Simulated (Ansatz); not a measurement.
Molecule: AsH2, charge 0, multiplicity 2. 
Structure (B3LYP-D3(BJ)/def2-TZVP (Ansatz, a program for electronic structure) minimum search):
```xyz
3

As    -0.0239    -0.0491    -0.0281
H     -0.0021     1.4525    -0.3209
H      0.7904     0.1673     1.2490
```
Charge 0, spin multiplicity 2.

Parts of the frozen-core correlation energy in cc-pVDZ (Ansatz, hartree). Frozen orbitals: 14; correlated occupied orbitals by spin: 4 and 3; virtual: 19 and 20. UHF or UKS for open shells. Spin-orbit coupling is left out. Non-relativistic.

| term | value |
|---|---|
| reference (HF) | -2235.31066 |
| MP2 opposite-spin | ? |
| MP2 same-spin | ? |
| CCSD correlation | ? |
| (T) | -0.00251 |
| CCSDT minus CCSD(T) | -0.00053 |
| CCSDT(Q) minus CCSD(T) | -0.00063 |
| T1 diagnostic | 0.011 |
| largest doubles amplitude | 0.065 |
| <S^2> of the reference | 0.762 |

Problem. Fill in the missing entries.

Solution. 
- MP2 opposite-spin, value: -0.08175
- MP2 same-spin, value: -0.01664
- CCSD correlation, value: -0.12282
